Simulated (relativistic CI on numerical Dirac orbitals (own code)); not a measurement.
**Au5+: 5d valence photoemission**

Computed with this model: Dirac-Coulomb-Breit CI, separate exchange-only KLI orbitals for each configuration, QED by a radiative potential, multiplet model of photoemission in the sudden approximation, unscaled Slater integrals; configurations [Xe] 4f14 5d6 → [Xe] 4f14 5d5; 80 K; Lorentzian 0.3 eV and Gaussian 0.5 eV FWHM. Energies are those of the free ion, without screening or charge transfer. The energies are binding energies and can lie tens of eV above those of solids. S is read from ⟨S²⟩ = S(S + 1).

Field parameters in Wybourne normalisation: Oh B⁴₀ = 21Dq, B⁴₄ = √(5/14) B⁴₀. The field is a parameter set, without covalency.

free ion: ground-state S = 1.84, centroid 78.00 eV. Peaks (eV, height): 74.7 (51), 77.6 (26), 78.7 (100), 79.8 (20), 81.1 (12), 82.3 (8).

Oh, 10Dq = 10000 cm⁻¹: ground-state S = 1.63, centroid 77.94 eV. Peaks (eV, height): 74.9 (90), 76.9 (35), 78.3 (100), 78.9 (90), 81.1 (15), 82.7 (7).

Oh, 10Dq = 27550 cm⁻¹: ground-state S = 0.53, centroid 78.13 eV. Peaks (eV, height): 76.6 (63), 77.6 (32), 78.6 (100).

Strongest unbroadened transitions for Oh, 10Dq = 27550 cm⁻¹:

```csv
Energy (eV),Relative strength
76.55,64.4
77.57,24.8
78.25,4.4
78.58,100.0
79.33,3.7
79.85,2.3
80.41,2.3
80.48,1.0
80.84,1.3
81.80,1.7
81.83,0.2
82.23,0.9
82.52,1.0
82.99,1.7
83.09,0.5
83.47,0.5
83.82,1.3
84.17,0.3
```
